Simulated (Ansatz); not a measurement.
Calculated with Ansatz (gas phase, PBE0-D4/def2-TZVP geometries, no zero-point term in ΔE). CCSD(T)/CBS is the MP2 limit (def2-TZVPP, def2-QZVPP) plus CCSD(T) − MP2 in def2-TZVPP, frozen cores. This one scheme is used for every species, atoms too. DFT in def2-TZVPP. B3LYP here is the variant with VWN-RPA as its local correlation; programs differ in this. HSE06 is defined as in plane-wave codes. Open shells (•) are unrestricted, without spin–orbit coupling. Spin–orbit coupling would lower the free atoms: a little for C, O; clearly for Ge. Bonds to Ge are less sure, by a few kJ/mol each and by 10 to 20 or more in all where they break to atoms, as the def2 sets lack core-valence functions. Scalar relativity is left out up to krypton. One conformer a species, not always the lowest.

Reaction (atomization): `CC(C)[O][Ge][O]C(C)C` → 6 C• + Ge• + 14 H• + 2 O•

| level | ΔE (kJ/mol) | difference from CCSD(T)/CBS |
| --- | --- | --- |
| LDA (SPW92) | 10452.0 | 1313.3 |
| PBE-D4 | 9317.4 | 178.7 |
| revPBE-D4 | 9101.9 | -36.8 |
| r2SCAN-D4 | 9153.3 | 14.6 |
| B97M-V | 9143.2 | 4.5 |
| PBE0-D4 | 9159.2 | 20.5 |
| B3LYP-D4 | 9129.3 | -9.4 |
| r2SCANh-D4 | 9099.8 | -38.9 |
| r2SCAN0-D4 | 9024.1 | -114.6 |
| HSE06-D4 | 9164.3 | 25.6 |
| BHLYP-D4 | 8874.0 | -264.7 |
| CAM-B3LYP-D4 | 9174.8 | 36.1 |
| ωB97X-V | 9144.9 | 6.2 |
| ωB97M-V | 9145.4 | 6.7 |
| B2PLYP | 9037.0 | -101.7 |
| PBE-QIDH | 9087.0 | -51.7 |
| revPBE | 8931.3 | -207.4 |
| BLYP | 8998.0 | -140.7 |
| r2SCAN | 9138.0 | -0.7 |
| PBE0 | 9112.1 | -26.6 |
| B3LYP | 9042.3 | -96.4 |
| r2SCANh | 9083.7 | -55.0 |
| r2SCAN0 | 9006.5 | -132.2 |
| HSE06 | 9120.3 | -18.4 |
| BHLYP | 8809.9 | -328.8 |
| CAM-B3LYP | 9126.9 | -11.8 |
| LC-ωPBE | 9096.2 | -42.5 |
| HF/def2-SVP | 6797.4 | -2341.3 |
| CCSD/def2-SVP | 8645.6 | -493.1 |
| CCSD(T)/def2-SVP | 8736.5 | -402.2 |
| HF/def2-TZVPP | 6701.1 | -2437.6 |
| MP2/def2-TZVPP | 9056.2 | -82.5 |
| SCS-MP2/def2-TZVPP | 9008.5 | -130.2 |
| CCSD/def2-TZVPP | 8795.7 | -343.0 |
| CCSD(T)/def2-TZVPP | 8927.3 | -211.4 |
| MP2/def2-QZVPP | 9180.2 | 41.5 |
| SCS-MP2/def2-QZVPP | 9147.1 | 8.4 |
| HF/CBS(def2) | 6710.4 | -2428.3 |
| MP2/CBS(def2) | 9267.6 | 128.9 |
| CCSD/CBS(def2) | 9007.1 | -131.6 |
| CCSD(T)/CBS | 9138.7 | 0 |

Largest T1 diagnostic among the species: 0.014.

The D4 term adds +87.0 kJ/mol with B3LYP and +47.1 kJ/mol with PBE0; it sums over pairs of atoms, weighted by their polarisabilities, and B3LYP, whose exchange is more repulsive, gets the larger term. In def2-TZVPP, CCSD(T) changes the Hartree–Fock value by +2226.2 kJ/mol (the triples alone add +131.6 kJ/mol) and MP2 by +2355.1 kJ/mol; breaking electron pairs costs correlation energy, which Hartree–Fock lacks. At CCSD(T), def2-SVP lies −402.2 kJ/mol from the extrapolated value and def2-TZVPP −211.4 kJ/mol: correlation converges slowly with the basis, and small sets miss more of it in the bonded molecule than in its fragments.

For atomizations the MP2-based limit and the directly extrapolated one differ by several kJ/mol either way, and by 10 to 25 for some Ge, Se and Sn compounds, so smaller differences from it don't rank the levels.
